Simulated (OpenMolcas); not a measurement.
A calculation on O2+.

```json
{
 "Program": "OpenMolcas 26.06",
 "Method": "MS-CASPT2, IPEA 0.25 Eh, imaginary shift 0.1 Eh (closed shells correlated: 1s)",
 "Basis": "ANO-RCC-VTZP [4s3p2d1f]",
 "Scalar Hamiltonian": "DKH2, point nucleus",
 "Active space": "4 electrons in 4 orbitals (2s 2p)",
 "State averaging": "2S+1 = 3 even, 6 roots; 2S+1 = 1 even, 11 roots; 2S+1 = 5 odd, 1 root; 2S+1 = 3 odd, 9 roots; 2S+1 = 1 odd, 8 roots",
 "Spin-orbit coupling": "RASSI with atomic mean-field integrals over the reference wave functions, term energies averaged over their components"
}
```

Task: Which level of the active space comes out lowest?

Result: 2s2 2p2 3P0, with 100 % of that term; it is also the measured ground level.

Task: How high does 2s 2p3 5S* 2 lie?

Result: 57820 cm-1 above the lowest level; measured 60325 cm-1 above the ground level, so the calculation is off by -4 %.

Task: How high does 2s2 2p2 3P1 lie?

Result: 106 cm-1 above the lowest level; measured 113 cm-1 above the ground level, so the calculation is off by -6 %.

Task: How high does 2s 2p3 3P* 2 lie?

Result: 142400 cm-1 above the lowest level.

Measured values: Moore, Selected Tables of Atomic Spectra, NSRDS-NBS 3, section 11.

CASPT2 breaks the degeneracy within a term, and the mean is taken; among the terms shown or strongly mixed into the levels shown the widest spread is 54 cm-1 (2s 2p3 3P*). Measured partners are found by configuration, term and J. A level has none where our copy of the source lacks it or the pairing is in doubt (some pairs that miss far off the trend of their configuration count as doubtful), and it then counts in no deviation. Levels of configurations outside the active space are missing.

* marks odd parity.
